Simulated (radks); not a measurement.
The numbers below are computed, except where a source is named.
Ti II, 21 electrons, occupied as [Ar] 3d2 4s1. Level of theory: scalar-relativistic Kohn-Sham, PBEsol, spin-polarised, spherical densities, finite nucleus; open shells are filled with parallel spins first; Fermi nuclear charge, rms radius 3.5921 fm; hard spherical wall at 1.5 bohr (a radial shooting solver on a logarithmic mesh with Libxc functionals).

Normalised radial functions P(r) = r R(r), r in bohr:

```
   r/bohr * 3p down (the largest magnitude, 1.26, reaches the edge; | marks zero)
 0.006406                             *
 0.007108                             *
 0.007824                             *
 0.008682                             *
 0.009633                             *
  0.01069                             *
  0.01186                             *
  0.01316                             *
   0.0146                             |*
   0.0162                             |*
  0.01784                             |*
  0.01979                             |*
  0.02196                             |*
  0.02437                             |*
  0.02704                             | *
     0.03                             | *
  0.03329                             |  *
  0.03694                             |  *
  0.04066                             |  *
  0.04512                             |   *
  0.05006                             |    *
  0.05555                             |    *
  0.06163                             |     *
  0.06839                             |      *
  0.07589                             |       *
   0.0842                             |        *
  0.09269                             |         *
   0.1028                             |          *
   0.1141                             |           *
   0.1266                             |            *
   0.1405                             |             *
   0.1559                             |             *
    0.173                             |              *
   0.1919                             |             *
   0.2113                             |             *
   0.2344                             |            *
   0.2601                             |          *
   0.2887                             |        *
   0.3203                             |     *
   0.3554                             | *
   0.3943                           * |
   0.4376                       *     |
   0.4817                  *          |
   0.5344              *              |
    0.593          *                  |
    0.658      *                      |
   0.7301   *                         |
   0.8102  *                          |
   0.8989  *                          |
   0.9975    *                        |
    1.098       *                     |
    1.218             *               |
    1.352                    *        |
      1.5                             *
```

3p down: eigenvalue 42.591 eV, 1 radial node at r = 0.374 bohr, <r> = 0.832 bohr, 90 % of the charge inside 1.16 bohr.
